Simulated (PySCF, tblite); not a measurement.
A set of runs on `[NH2][Ge]1([Cl])[CH2]C[CH2]1`; the geometry of each is named by its level. Settings lines and outputs come from a driver script.

Species: C₃H₈ClGeN.
SMILES with atom numbers: `[NH2:1][Ge:2]1([Cl:3])[CH2:4][CH2:5][CH2:6]1` (hydrogens: H7, H8 on N1; H9, H10 on C4; H11, H12 on C5; H13, H14 on C6)

Step 1: GFN2-xTB geometry optimisation, gas phase (tblite 0.8.0) (from a force-field or distance-geometry start)
```json
{"job": {"kind": "relax", "xc": "GFN2-xTB", "basis": "xTB"}, "charge": 0, "multiplicity": 1}
```
```
step      E/eV     max force
  0    -541.39854    2.406
  1    -541.59747    0.724
  2    -541.66626    0.750
...
108    -542.00115    0.018
109    -542.00122    0.017
110    -542.00127    0.014
111    -542.00130    0.013
112    -542.00131    0.005
```

Energy lowered by 13.9 kcal/mol over 112 steps; largest atomic force 0.005 eV/Å at the end. «max force» is the largest atomic force in eV/Å.

The run took 0.59 s wall on Arm Neoverse V2, one thread, no GPU, shared host with 32 logical CPUs at a one-minute load of 27.

Step 2: GFN2-xTB harmonic vibrations, gas phase (tblite 0.8.0) (on the GFN2-xTB geometry)
```json
{"job": {"kind": "ir", "xc": "GFN2-xTB", "basis": "xTB"}, "charge": 0, "multiplicity": 1}
```
```
(table of modes left out)
```

36 modes from 75 to 3464 cm⁻¹ (unscaled, harmonic); zero-point energy 66.4 kcal/mol; all wavenumbers are real at this level.

Time: 0.36 s of wall time. Hardware: Arm Neoverse V2, one thread (shared host).

Step 3: TDDFT PBE0/def2-SVPD, vertical, gas phase, core orbitals frozen in the response (PySCF 2.14.0, density-fitted response routines) (on the GFN2-xTB geometry)
```json
{"job": {"kind": "uv", "xc": "PBE0", "basis": "def2-SVPD", "nstates": 8, "ntriplets": 3}, "charge": 0, "multiplicity": 1}
```
```
...
Static polarisability (au): isotropic 86.854, principal 76.166 80.779 103.615
Singlet excitations
state   eV       nm        f      main configurations
  1   6.0177    206.0   0.06552   H->L 0.96
  2   6.1718    200.9   0.00319   H->L+1 0.97
  3   6.9066    179.5   0.02252   H-1->L 0.72, H->L+3 0.11
  4   6.9945    177.3   0.01807   H->L+2 0.85
  5   7.1636    173.1   0.03092   H->L+3 0.46, H-1->L+1 0.33, H-2->L+1 0.08
  6   7.2654    170.7   0.01238   H-1->L+1 0.45, H->L+3 0.21, H-2->L 0.12
  7   7.3161    169.5   0.04929   H->L+4 0.38, H->L+5 0.27, H-2->L 0.17
  8   7.5049    165.2   0.18025   H-2->L 0.38, H->L+5 0.19, H->L+3 0.13
Triplet excitations (Tamm-Dancoff, eV): 5.3872 5.8650 6.3225
```

HOMO -7.15 eV, LUMO 0.01 eV; lowest singlet 6.02 eV; lowest triplet 5.39 eV (Tamm–Dancoff); mean polarisability 86.9 au.

Hardware: one thread of an Arm Neoverse V1, on a shared host. Cost: 44 s (with the writing of density and orbital grids), 0.84 GiB resident at most.

Geometry of the electronic-property runs (GFN2-xTB):
```
atom  x, y, z in Å
N1     2.2776    0.7119    0.2669
Ge2    0.7346   -0.1716    0.7236
Cl3    1.2207   -1.0915    2.5775
C4    -0.9816    0.8723    0.5127
C5    -1.3088    0.0510   -0.7479
C6    -0.4098   -1.1900   -0.6236
H7     2.2937    1.1316   -0.6507
H8     3.1474    0.2224    0.4207
H9    -1.6825    0.6630    1.3188
H10   -0.9619    1.9470    0.3533
H11   -2.3658   -0.2040   -0.8187
H12   -1.0378    0.6181   -1.6387
H13    0.0043   -1.5415   -1.5653
H14   -0.9309   -2.0193   -0.1510
```

 (This holds for the electronic-property runs.)

One conformer stands for the species.
